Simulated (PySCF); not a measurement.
Species: `C=C[C@@H]1COCC(=O)[SiH2]1`. The columns A, B, C and D hold Mulliken, IAO, Hirshfeld and ESP-fitted charges (e) of one PBE0/pcSseg-1 density (PySCF), in a shuffled order. Coordinates in Å (GFN2-xTB); the density's dipole moment is (1.22, 0.75, 2.32) D.

```tsv
atom	x	y	z	A	B	C	D
C1	2.912	-0.760	0.194	-0.541	-0.135	-0.110	-0.332
C2	1.593	-0.799	0.162	-0.017	-0.183	-0.044	-0.134
C3	0.699	0.340	0.531	-0.110	-0.539	-0.117	-0.396
C4	-0.499	-0.168	1.348	-0.165	+0.098	+0.004	-0.051
O5	-1.344	-1.023	0.608	-0.311	-0.512	-0.136	-0.394
C6	-2.288	-0.383	-0.209	-0.081	+0.090	-0.011	-0.108
C7	-1.706	0.438	-1.345	+0.430	-0.046	+0.075	+0.131
O8	-2.339	0.652	-2.353	-0.465	-0.342	-0.222	-0.381
Si9	0.039	1.200	-1.052	+0.318	+0.672	+0.330	+0.682
H10	3.444	0.123	0.511	+0.208	+0.104	+0.042	+0.140
H11	3.516	-1.603	-0.093	+0.199	+0.118	+0.046	+0.154
H12	1.075	-1.693	-0.158	+0.126	+0.118	+0.042	+0.151
H13	1.259	1.051	1.144	+0.104	+0.144	+0.045	+0.149
H14	-1.073	0.681	1.747	+0.108	+0.109	+0.037	+0.115
H15	-0.147	-0.775	2.189	+0.145	+0.134	+0.047	+0.157
H16	-2.915	0.308	0.384	+0.091	+0.124	+0.046	+0.139
H17	-2.933	-1.171	-0.607	+0.124	+0.145	+0.057	+0.176
H18	0.885	0.966	-2.217	-0.063	-0.046	-0.063	-0.092
H19	-0.189	2.626	-0.792	-0.099	-0.054	-0.070	-0.105
```

Q: Which column most likely holds the ESP-fitted charges?

A: A. Σ q r misses the density's dipole by 0.05 D (A), 0.96 D (C), 1.27 D (D), 1.97 D (B). Charges fitted to the outside potential are the only set here that is tied to the molecule's multipoles.

Q: And the Hirshfeld charges?

A: C. The mean sizes are 0.081 e (C), 0.195 e (A), 0.196 e (B), 0.210 e (D), and Hirshfeld charges are commonly the smallest of these schemes.

As computed, A = ESP-fitted, B = Mulliken, C = Hirshfeld, D = IAO. Hydrogens on carbon: ESP-fitted +0.09 to +0.21, Mulliken +0.10 to +0.15, Hirshfeld +0.04 to +0.06, IAO +0.12 to +0.18 e.

The Mulliken scheme counts on each atom the diagonal of the density matrix times the overlap matrix over that atom's basis functions. The Hirshfeld scheme weights the molecular density at each point by an atom's share of the summed free-atom densities.

Geometry: GFN2-xTB, one conformer, isolated molecule.
